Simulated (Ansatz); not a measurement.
## Ligand exchange: C3H4Cl2Si + KCl → C2HCl3Si + CH3K

Gas-phase species: C3H4Cl2Si `C#C[Si](C)(Cl)Cl`, singlet; KCl, singlet; C2HCl3Si `C#C[Si](Cl)(Cl)Cl`, singlet; CH3K `[CH3][K]`, singlet. The partners trade CH3 for Cl: Si–CH3 and K–Cl bonds give way to Si–Cl and K–CH3.

Shapes, held fixed at every level: PBE0-D4/def2-TZVP. Programs: Ansatz 0.2.0. The zero-point and thermal change to 298 K, harmonic and unscaled (PBE0-D4/def2-TZVP), is -8.9 kJ/mol.

(1) Estimate ΔH(298 K) of this reaction.

Results:

(1) The highest level, CCSD(T)/def2-TZVPP, gives ΔH(298 K) = +221.1 kJ/mol; the levels span +203.5 to +236.9. The column of differences is taken from that level and isn't an error. No measured value is set beside it here. Outer-core shells of K are correlated, in sets that cover them unevenly. Sets without diffuse functions underbind ionic bonds of s-block metals. Times are processor times on shared x86 and Arm servers, and rough.

```
               level                   kind  ΔH(298 K) (kJ/mol)  less CCSD(T)/def2-TZVPP  CPU time (sum over the molecules)
   PBE-D4/def2-TZVPP                    GGA              +203.5                    -17.6                               28 s
r2SCAN-D4/def2-TZVPP               meta-GGA              +228.5                     +7.4                               54 s
 BHLYP-D4/def2-TZVPP          global hybrid              +236.9                    +15.8                               45 s
  PBE0-D4/def2-TZVPP          global hybrid              +223.2                     +2.1                               41 s
   B2PLYP/def2-TZVPP          double hybrid              +221.1                      0.0                               62 s
     CCSD/def2-TZVPP  coupled cluster or CI              +228.1                     +7.0                                  –
  CCSD(T)/def2-TZVPP  coupled cluster or CI              +221.1                      0.0                                  –
```
